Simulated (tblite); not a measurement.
C$_{3}$H$_{7}$O (SMILES C[C](C)O), doublet, at a GFN2-xTB geometry; GFN1-xTB (tblite).

Here is a job for tblite.
```
$ tblite run mol.xyz --method gfn1 --charge 0 --spin 1 --spin-polarized --json tblite.json --no-restart

# file mol.xyz
11

O      0.00603261     1.39945068     0.10521327
C     -0.01052600     0.01737478     0.17269437
H      0.91691624     1.70866002     0.14601563
C     -1.34102772    -0.59836921    -0.06927069
C      1.24583048    -0.72781260    -0.10982389
H     -1.49928663    -0.83397408    -1.12962906
H      1.48877769    -0.74519186    -1.18250461
H     -2.11939352     0.09363073     0.24088969
H      2.09395553    -0.27939847     0.41110616
H     -1.43953471    -1.52700685     0.49162855
H      1.14464384    -1.75948281     0.21918865
```

### Question
Predict the main parts of the log of this tblite run.

### Answer

```
xTB calculator
 | screened Coulomb repulsion
 | Coulomb electrostatics
 |  * isotropic Klopman-Ohno-Mataga-Nishimoto electrostatics
 |  * onsite third-order electrostatics
 | DFT-D3(BJ) dispersion correction
 | Interactions (1)
 | [1] spin polarization

halogen bonding energy    0.0000000000000E+00 Eh
repulsion energy          1.5929834130252E-01 Eh
dispersion energy        -2.7906255429916E-03 Eh
interaction energy        0.0000000000000E+00 Eh
number of electrons       2.5000000000000E+01 e
integral cutoff           1.9731147476801E+01 bohr

------------------------------------------------------------
  cycle        total energy    energy error   density error
------------------------------------------------------------
      1     -14.69385322838  -1.4850361E+01   4.3079599E-01
      2     -14.75570375777  -6.1850529E-02   2.4588414E-01
      3     -14.75769392248  -1.9901647E-03   4.5505388E-02
      4     -14.75949292532  -1.7990028E-03   9.6846957E-03
      5     -14.75961759825  -1.2467293E-04   5.0296626E-03
      6     -14.75962941169  -1.1813440E-05   3.8656965E-03
      7     -14.75966564180  -3.6230108E-05   6.2953524E-04
      8     -14.75966573599  -9.4189732E-08   3.1406062E-04
      9     -14.75966596968  -2.3368701E-07   6.3331606E-05
     10     -14.75966597151  -1.8289459E-09   2.7266203E-05
     11     -14.75966597455  -3.0469085E-09   3.9569551E-06
------------------------------------------------------------

electronic energy        -1.4916173690314E+01 Eh
total energy             -1.4759665974555E+01 Eh

Post processing:
 | Mayer-Wiberg bond orders

[Info] JSON dump of results written to 'tblite.json'
```
